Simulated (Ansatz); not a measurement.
Start from `[CH3][Ta](=[O])([Cl])[Cl]` and change one atom or group to get `[O]=[Ta]([Cl])([Cl])[Cl]`.

Ansatz, PBE0-D4/def2-TZVP geometries, multiplicity 1. 

Elements past krypton have def2 core potentials.

| property | `[CH3][Ta](=[O])([Cl])[Cl]` |
| --- | --- |
| LUMO energy (PBE0/def2-TZVPP) / eV | -2.45 |
| LUMO energy (ωB97M-V/def2-TZVPP) / eV | -0.33 |
| HOMO energy (PBE0/def2-TZVPP) / eV | -9.13 |
| HOMO–LUMO gap (ωB97M-V/def2-TZVPP) / eV | 11.10 |
| size of the dipole moment (PBE/def2-TZVPP) / D | 2.21 |
| HOMO–LUMO gap (PBE/def2-TZVPP) / eV | 4.46 |

(1) What does the change do to each property? (An estimate is asked.)

Results:

(1) Ansatz gave: 
```tsv
property	`[O]=[Ta]([Cl])([Cl])[Cl]`	shift
LUMO energy (PBE0/def2-TZVPP) / eV	-2.76	-0.31
LUMO energy (ωB97M-V/def2-TZVPP) / eV	-0.68	-0.35
HOMO energy (PBE0/def2-TZVPP) / eV	-9.76	-0.63
HOMO–LUMO gap (ωB97M-V/def2-TZVPP) / eV	11.34	0.24
size of the dipole moment (PBE/def2-TZVPP) / D	1.52	-0.69
HOMO–LUMO gap (PBE/def2-TZVPP) / eV	4.80	0.34
```

With PBE0 the HOMO falls by 0.63 eV and the LUMO falls by 0.31 eV, so the gap widens by about 0.32 eV. PBE moves the HOMO by -0.56 eV and ωB97M-V by -0.57 eV. The zero-point energy changes by -88.1 kJ/mol with -9 modes. Dipoles are sizes alone; their direction can turn.
